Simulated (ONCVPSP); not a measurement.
**platinum (Pt): variants of one ONCV potential**

Base potential:

```json
{
 "Element": "Pt",
 "Generator": "ONCVPSP 4.0.1",
 "Type": "optimised norm-conserving Vanderbilt (ONCV)",
 "Functional": "LDA (Perdew-Wang 92)",
 "Relativity": "scalar-relativistic",
 "Frozen core": "[Kr] 4d10 4f14",
 "Valence charge": "18",
 "Reference configuration": "5s2 5p6 5d8.5 (charge +1.5)",
 "Partial waves": "5s: rc 1.55 bohr, ncon 4, nbas 9, qcut 7.8 1/bohr, 3 projectors, debl 2.7 Ha; 5p: rc 1.50 bohr, ncon 5, nbas 9, qcut 9.2 1/bohr, 2 projectors, debl 0.8 Ha; 5d: rc 1.80 bohr, ncon 4, nbas 8, qcut 8.9 1/bohr, 2 projectors, debl 3.3 Ha; f scattering state at 0.2 Ha: rc 1.40 bohr, ncon 4, nbas 9, qcut 6.9 1/bohr, 1 projector",
 "Local potential": "polynomial inside 1.40 bohr (lpopt 5, dvloc0 0 Ha)",
 "Core correction": "Teter function, fcfact 5.75, rcfact 1.3"
}
```

In the s channel the program set the typed energies aside and used -4.286, 0.050, 2.750 Ha. In the p channel the program set the typed energies aside and used -2.598, 0.250 Ha.

Cutoffs, loose and tight: the cutoffs (Ha) at which the residual kinetic energy of the hardest occupied pseudo-wave falls to 1 and 0.1 mHa per electron. They do not see the model core or the augmentation charge, which bear on the density cutoff. Test errors are all-electron minus pseudo excitation energies from the reference, over the configurations 5s2 5p6 5d9 6s1; 5s2 5p6 5d9; 5s2 5p6 5d8; 5s2 5p6 5d8 6s1 6p1. A dash means not determined; rows that change the core or the reference have their own tests.

```tsv
change	outcome	cutoff, loose	cutoff, tight	bound ghosts	GHOST(+) flags above zero	largest test error (meV)
base	generated, projector energies reset by the program	33 Ha	39 Ha	none	s	+3.2
all radii but the core radius scaled by about 0.79 (s 1.22, p 1.18, d 1.42, f 1.10 bohr); local potential polynomial inside 1.10 bohr (lpopt 5, dvloc0 0 Ha)	generated, projector energies reset by the program	40 Ha	137 Ha	none	s, f	+4.3
all radii but the core radius scaled by about 0.87 (s 1.36, p 1.30, d 1.58, f 1.22 bohr); local potential polynomial inside 1.22 bohr (lpopt 5, dvloc0 0 Ha)	generated, projector energies reset by the program	38 Ha	83 Ha	none	s	+3.6
all radii but the core radius scaled by about 0.96 (s 1.48, p 1.44, d 1.72, f 1.34 bohr); local potential polynomial inside 1.34 bohr (lpopt 5, dvloc0 0 Ha)	generated, projector energies reset by the program	35 Ha	41 Ha	none	s	+3.4
all radii but the core radius scaled by about 1.18 (s 1.84, p 1.78, d 2.12, f 1.66 bohr); local potential polynomial inside 1.66 bohr (lpopt 5, dvloc0 0 Ha)	generated, projector energies reset by the program	27 Ha	33 Ha	none	none	+2.7
all radii but the core radius scaled by about 1.21 (s 1.88, p 1.82, d 2.18, f 1.70 bohr); local potential polynomial inside 1.70 bohr (lpopt 5, dvloc0 0 Ha)	generated, projector energies reset by the program	25 Ha	32 Ha	none	f	+2.6
```

Task: What comes out with this change to the base: all radii but the core radius scaled by about 1.09 (s 1.70, p 1.64, d 1.96, f 1.52 bohr); local potential polynomial inside 1.52 bohr (lpopt 5, dvloc0 0 Ha)?

Result: outcome: generated, projector energies reset by the program; cutoff, loose: 30 Ha; cutoff, tight: 36 Ha; bound ghosts: none; GHOST(+) flags above zero: s; largest test error (meV): +3.0.

Task: What comes out with this change to the base: all radii but the core radius scaled by about 1.32 (s 2.06, p 1.98, d 2.38, f 1.86 bohr); local potential polynomial inside 1.86 bohr (lpopt 5, dvloc0 0 Ha)?

Result: outcome: generated, projector energies reset by the program; cutoff, loose: 20 Ha; cutoff, tight: 28 Ha; bound ghosts: none; GHOST(+) flags above zero: none; largest test error (meV): +2.8.

Reading the sweep of the scale of all radii but the core radius (base = 1) (base included, trends over the rows without a ghost): The loose cutoff falls from 40 Ha at 0.79 to 20 Ha at 1.32. A larger radius leaves more room for a smooth pseudo-wave, so fewer plane waves are needed; a smaller one forces it to follow the all-electron wave where it bends sharply. The median size of the test errors (rows with all tests solved) is not monotonic: lowest 1.3 meV at 1.21, highest 2.8 meV at 0.79.
